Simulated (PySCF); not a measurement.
1,3-azasiletidine (C2H7NSi), SMILES C1NC[SiH2]1.

Geometry: PBE0-D3(BJ)/def2-SVP.

All values below come from PBE0-D3(BJ)/def2-SVP run with PySCF 2.14.0.

Frequencies are harmonic and unscaled.

Question: Give all harmonic wavenumbers and intensities. (Estimate from the structure and the level; the computed values follow.)

Answer: 
```json
[
 {"mode": "1", "ν (cm⁻¹)": "176", "IR (km/mol)": "3.9", "moving atoms (share of kinetic energy)": "H 49 %, N 26 %, C 22 %"},
 {"mode": "2", "ν (cm⁻¹)": "408", "IR (km/mol)": "15.2", "moving atoms (share of kinetic energy)": "H 58 %, N 18 %, Si 13 %, C 11 %"},
 {"mode": "3", "ν (cm⁻¹)": "539", "IR (km/mol)": "0.3", "moving atoms (share of kinetic energy)": "H 96 %"},
 {"mode": "4", "ν (cm⁻¹)": "543", "IR (km/mol)": "78.0", "moving atoms (share of kinetic energy)": "H 60 %, Si 21 %, N 13 %"},
 {"mode": "5", "ν (cm⁻¹)": "637", "IR (km/mol)": "70.1", "moving atoms (share of kinetic energy)": "H 46 %, Si 25 %, C 22 %"},
 {"mode": "6", "ν (cm⁻¹)": "647", "IR (km/mol)": "1.3", "moving atoms (share of kinetic energy)": "C 45 %, H 43 %, Si 12 %"},
 {"mode": "7", "ν (cm⁻¹)": "778", "IR (km/mol)": "101.0", "moving atoms (share of kinetic energy)": "H 74 %, Si 16 %, C 9 %"},
 {"mode": "8", "ν (cm⁻¹)": "835", "IR (km/mol)": "13.4", "moving atoms (share of kinetic energy)": "H 50 %, C 39 %"},
 {"mode": "9", "ν (cm⁻¹)": "845", "IR (km/mol)": "44.6", "moving atoms (share of kinetic energy)": "H 79 %, C 15 %"},
 {"mode": "10", "ν (cm⁻¹)": "870", "IR (km/mol)": "11.4", "moving atoms (share of kinetic energy)": "H 65 %, C 22 %"},
 {"mode": "11", "ν (cm⁻¹)": "953", "IR (km/mol)": "99.6", "moving atoms (share of kinetic energy)": "H 94 %"},
 {"mode": "12", "ν (cm⁻¹)": "1007", "IR (km/mol)": "14.2", "moving atoms (share of kinetic energy)": "C 39 %, H 33 %, N 27 %"},
 {"mode": "13", "ν (cm⁻¹)": "1099", "IR (km/mol)": "6.7", "moving atoms (share of kinetic energy)": "H 41 %, C 35 %, N 25 %"},
 {"mode": "14", "ν (cm⁻¹)": "1135", "IR (km/mol)": "23.4", "moving atoms (share of kinetic energy)": "H 70 %, C 25 %"},
 {"mode": "15", "ν (cm⁻¹)": "1152", "IR (km/mol)": "3.6", "moving atoms (share of kinetic energy)": "H 81 %, C 11 %, N 9 %"},
 {"mode": "16", "ν (cm⁻¹)": "1176", "IR (km/mol)": "9.1", "moving atoms (share of kinetic energy)": "H 78 %, C 11 %, N 10 %"},
 {"mode": "17", "ν (cm⁻¹)": "1239", "IR (km/mol)": "8.3", "moving atoms (share of kinetic energy)": "H 61 %, C 31 %"},
 {"mode": "18", "ν (cm⁻¹)": "1398", "IR (km/mol)": "8.3", "moving atoms (share of kinetic energy)": "H 70 %, N 18 %, C 11 %"},
 {"mode": "19", "ν (cm⁻¹)": "1455", "IR (km/mol)": "0.0", "moving atoms (share of kinetic energy)": "H 93 %"},
 {"mode": "20", "ν (cm⁻¹)": "1483", "IR (km/mol)": "4.0", "moving atoms (share of kinetic energy)": "H 90 %, C 9 %"},
 {"mode": "21", "ν (cm⁻¹)": "2225", "IR (km/mol)": "128.5", "moving atoms (share of kinetic energy)": "H 97 %"},
 {"mode": "22", "ν (cm⁻¹)": "2242", "IR (km/mol)": "115.5", "moving atoms (share of kinetic energy)": "H 96 %"},
 {"mode": "23", "ν (cm⁻¹)": "2979", "IR (km/mol)": "58.4", "moving atoms (share of kinetic energy)": "H 94 %"},
 {"mode": "24", "ν (cm⁻¹)": "2986", "IR (km/mol)": "63.8", "moving atoms (share of kinetic energy)": "H 94 %"},
 {"mode": "25", "ν (cm⁻¹)": "3107", "IR (km/mol)": "16.7", "moving atoms (share of kinetic energy)": "H 91 %, C 9 %"},
 {"mode": "26", "ν (cm⁻¹)": "3107", "IR (km/mol)": "28.3", "moving atoms (share of kinetic energy)": "H 91 %, C 9 %"},
 {"mode": "27", "ν (cm⁻¹)": "3550", "IR (km/mol)": "2.6", "moving atoms (share of kinetic energy)": "H 93 %"}
]
```
